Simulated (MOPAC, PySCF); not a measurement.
C8H14Si, SMILES `CC1=C[Si](C)(C)C=C1C`, neutral singlet in the gas phase. 

Cartesian coordinates (Å):
SMILES: CC1=C[Si](C)(C)C=C1C
```xyz
23

C      2.4847     1.0274    -0.8986
C      1.1384     0.5283    -0.4515
C     -0.0442     1.1110    -0.7639
Si    -1.4258     0.1178     0.0271
C     -2.4082     1.0834     1.3166
C     -2.6013    -0.6694    -1.2215
C     -0.1971    -1.0910     0.7685
C      1.0524    -0.7094     0.4099
C      2.3145    -1.4240     0.8075
H      2.3883     1.9316    -1.5157
H      3.1319     1.2667    -0.0375
H      3.0216     0.2648    -1.4882
H     -0.0822     2.0114    -1.3829
H     -1.7336     1.5485     2.0521
H     -3.0028     1.8814     0.8421
H     -3.1041     0.4217     1.8580
H     -3.1991     0.0993    -1.7383
H     -3.3004    -1.3605    -0.7224
H     -2.0403    -1.2366    -1.9804
H     -0.3590    -1.9749     1.3913
H      2.8808    -1.7636    -0.0766
H      2.9911    -0.7617     1.3741
H      2.0944    -2.3021     1.4307
```
Charge 0, multiplicity 1.

All levels are single points at this geometry (B3LYP-D3(BJ)/def2-SVP); Pople sets use spherical d functions. Orbital energies aren't observables, and empty levels follow the basis.

PM7 in MOPAC gives HOMO (eV) = -8.98.

Estimate the HOMO (eV) from each of these levels: ωB97X-D3(BJ)/def2-TZVP in PySCF; B3LYP/3-21G in PySCF; B3LYP/6-31G* in PySCF; BP86/6-31G* in PySCF; PBE/6-31G* in PySCF; SVWN5/6-31G* in PySCF; AM1 in MOPAC; PM3 in MOPAC.


```
level                            HOMO (eV)
-------------------------------  ---------
ωB97X-D3(BJ)/def2-TZVP in PySCF      -8.47
B3LYP/3-21G in PySCF                 -5.69
B3LYP/6-31G* in PySCF                -5.67
BP86/6-31G* in PySCF                 -4.95
PBE/6-31G* in PySCF                  -4.86
SVWN5/6-31G* in PySCF                -4.98
AM1 in MOPAC                         -9.04
PM3 in MOPAC                         -8.85
```
